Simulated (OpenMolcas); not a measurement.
## Co4+, Rh4+, Ir4+: d5 down the group

* Program: OpenMolcas 26.06
* Method: MS-CASPT2, IPEA 0.25 Eh, imaginary shift 0.1 Eh
* Basis: ANO-RCC-VTZP
* Scalar Hamiltonian: DKH2, point nucleus
* Spin-orbit coupling: RASSI with atomic mean-field integrals over the reference wave functions, term energies averaged over their components

Active space for each ion: 5 electrons in 5 orbitals (d); closed shells correlated by CASPT2: Co4+ 3s 3p; Rh4+ 4s 4p; Ir4+ 5s 5p.

Computed levels in cm-1 above 6S 5/2:

```tsv
Level	Co4+	Rh4+	Ir4+
4G 7/2	39030	26830	23600
4G 11/2	39050	26950	25050
4G 9/2	39060	27040	26020
4P 1/2	43370	30530	27700
4D 7/2	46750	31830	30940
4D 1/2	46910	33050	35420
2I 11/2	57010	39380	36810
2I 13/2	57140	40130	40470
2F 7/2(1)	63040	45810	51650
weight of 6S in the lowest level (%)	100	99	85
```

Mixed levels, with the weight of the term that names them: Rh4+ 4P 1/2 (68 %), Rh4+ 4D 1/2 (69 %), Rh4+ 2F 7/2(1) (66 %), Ir4+ 4G 7/2 (63 %), Ir4+ 4P 1/2 (59 %), Ir4+ 4D 7/2 (65 %), Ir4+ 4D 1/2 (65 %), Ir4+ 2I 11/2 (73 %), Ir4+ 2F 7/2(1) (63 %).

Measured, with the error of the calculation in %. Measured levels: Co4+ from Sugar and Corliss, J. Phys. Chem. Ref. Data 10, 1097 (1981).

| Level | Co4+ |
| --- | --- |
| 4G 11/2 | 37218 (+4.9) |
| 4P 1/2 | 41024 (+5.7) |
| 4D 7/2 | 44709 (+4.6) |
| 4D 1/2 | 44908 (+4.5) |
| 2F 7/2(1) | 59455 (+6.0) |

Without spin-orbit coupling 4G lies 39040, 26900, 24480 cm-1 above 6S in that order; the difference to the level 4G 7/2, of either sign, comes from spin-orbit coupling, which also lowers the zero.

CASPT2 breaks the degeneracy within a term, and the mean is taken; among the terms shown or strongly mixed into the levels shown the widest spread is 740 cm-1 (4d5 4F, Rh4+). Blocks of more than 70 roots (2S+1 = 2 even) ran without multistate coupling. Computed and measured levels are paired by configuration, term and J; levels that our copy of the source lacks, or whose pairing is in doubt (as where it misses far off the trend of its configuration), stay unpaired and out of the deviations. Levels of configurations outside the active space are missing.

A number in round brackets counts repeated terms of one configuration in the order of the reference energies.
